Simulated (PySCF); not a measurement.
# From a log to its input

A PySCF 2.14 run on the atoms As 0 0 0; Br 0 0 2.29 (angstrom) printed this (some set-up lines and the per-cycle HOMO/LUMO lines with their warnings removed):

```
PySCF version 2.14.0

[INPUT] verbose = 4
[INPUT] num. atoms = 2
[INPUT] num. electrons = 68
[INPUT] charge = 0
[INPUT] spin (= nelec alpha-beta = 2S) = 2
[INPUT] symmetry True subgroup None
[INPUT] Mole.unit = angstrom

nuclear repulsion = 266.899422974935
point group symmetry = Coov
symmetry origin: [0.         0.         2.22737572]
symmetry axis x: [1. 0. 0.]
symmetry axis y: [0. 1. 0.]
symmetry axis z: [0. 0. 1.]
num. orbitals of irrep A1 = 22
num. orbitals of irrep E1x = 12
num. orbitals of irrep E1y = 12
num. orbitals of irrep E2x = 4
num. orbitals of irrep E2y = 4
number of shells = 12
number of NR pGTOs = 154
number of NR cGTOs = 54
basis = cc-pvdz
ecp = {}

******** <class 'pyscf.scf.hf_symm.SymAdaptedROHF'> ********
method = SymAdaptedROHF
initial guess = minao
damping factor = 0
level_shift factor = 0
DIIS = <class 'pyscf.scf.diis.CDIIS'>
diis_start_cycle = 1
diis_space = 8
diis_damp = 0
SCF conv_tol = 1e-09
SCF conv_tol_grad = None
SCF max_cycles = 50
direct_scf = True
direct_scf_tol = 1e-13
num. doubly occ = 33  num. singly occ = 2
Freeze 0 electrons in irreps []
    68 free electrons in irreps A1 E1x E1y E2x E2y
Set gradient conv threshold to 3.16228e-05
init E= -4804.70942008206
cycle= 1 E= -4806.55627616862  delta_E= -1.85  |g|= 0.169  |ddm|= 1.03
cycle= 2 E= -4806.57176827286  delta_E= -0.0155  |g|= 0.0737  |ddm|= 0.261
cycle= 3 E= -4806.57478814698  delta_E= -0.00302  |g|= 0.0244  |ddm|= 0.0831
cycle= 4 E= -4806.57520013767  delta_E= -0.000412  |g|= 0.00658  |ddm|= 0.0356
cycle= 5 E= -4806.57523072731  delta_E= -3.06e-05  |g|= 0.00228  |ddm|= 0.00802
cycle= 6 E= -4806.57523682857  delta_E= -6.1e-06  |g|= 0.000495  |ddm|= 0.00461
cycle= 7 E= -4806.57523715981  delta_E= -3.31e-07  |g|= 7.28e-05  |ddm|= 0.00116
cycle= 8 E= -4806.57523716609  delta_E= -6.28e-09  |g|= 9.73e-06  |ddm|= 0.00017
cycle= 9 E= -4806.57523716616  delta_E= -7.09e-11  |g|= 2.1e-06  |ddm|= 1.53e-05
Extra cycle  E= -4806.57523716617  delta_E= -5.46e-12  |g|= 8.53e-07  |ddm|= 3.11e-06
converged SCF energy = -4806.57523716617
Dipole moment(X, Y, Z, Debye):  0.00000,  0.00000, -1.66717
orbital energies (hartree): [-0.4541 -0.4397 -0.4397 -0.1616 -0.1616  0.0882  0.4233  0.4855]
```

Task: Write the input that gave this log.

Result: The input was:

```python
from pyscf import gto, scf

mol = gto.M(
    atom='As 0 0 0; Br 0 0 2.29',
    basis='cc-pvdz',
    charge=0,
    spin=2,
    symmetry=True,
    verbose=4,
)
mf = scf.ROHF(mol)
mf.kernel()
mf.dip_moment()
print('orbital energies (hartree):', mf.mo_energy[..., max(0, mol.nelec[1]-3):mol.nelec[0]+3].round(4))
```

The bond length is a typed value, not an optimised one. No search for the lowest solution was made.
